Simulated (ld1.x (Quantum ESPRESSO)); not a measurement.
# Building the TM potential for platinum (BLYP, scalar-relativistic).

Pt (Z = 78), norm-conserving Troullier–Martins (Kleinman–Bylander form), made with ld1.x (Quantum ESPRESSO) 7.5 (BLYP, scalar-relativistic). Core [Kr] 4d10 4f14, reference 5s2 5p6 5d9 6s1 6p0. Waves: 5s (bound): rc 0.90 bohr; 5p (bound): rc 1.75 bohr; 5d (bound): rc 1.70 bohr. Local part: all-electron potential smoothed inside 0.75 bohr (lloc = -2). Core correction: a·sin(br)/r model core, default radius (core density twice the valence density).

Occupied shells without a wave of their own: 6s. They enter only through the test configuration that unscreens the potential, and ld1.x also counts them in the model core charge.

All-electron outer shells of the reference configuration (BLYP, scalar-relativistic, ld1.x):

```json
{"shell": "4d", "level (eV)": "-306.66", "outermost node (bohr)": "0.20", "outermost maximum (bohr)": "0.42"}
{"shell": "5s", "level (eV)": "-101.80", "outermost node (bohr)": "0.49", "outermost maximum (bohr)": "0.87"}
{"shell": "4f", "level (eV)": "-69.97", "outermost node (bohr)": "–", "outermost maximum (bohr)": "0.38"}
{"shell": "5p", "level (eV)": "-55.93", "outermost node (bohr)": "0.53", "outermost maximum (bohr)": "0.98"}
{"shell": "5d", "level (eV)": "-6.03", "outermost node (bohr)": "0.57", "outermost maximum (bohr)": "1.26"}
{"shell": "6s", "level (eV)": "-5.66", "outermost node (bohr)": "1.14", "outermost maximum (bohr)": "2.38"}
{"shell": "6p", "level (eV)": "-0.88", "outermost node (bohr)": "1.36", "outermost maximum (bohr)": "3.74"}
```

(1) Does the generator finish with these settings?

## Answers

(1) No. ld1.x (Quantum ESPRESSO) 7.5 stopped with "run_pseudo: Errors in PS-KS equation": the pseudo-atom solver did not find the valence states with the expected number of nodes, which is the usual sign of a ghost state. Before that it printed "Warning: n=2, l=0 expected 1 nodes, found 2".
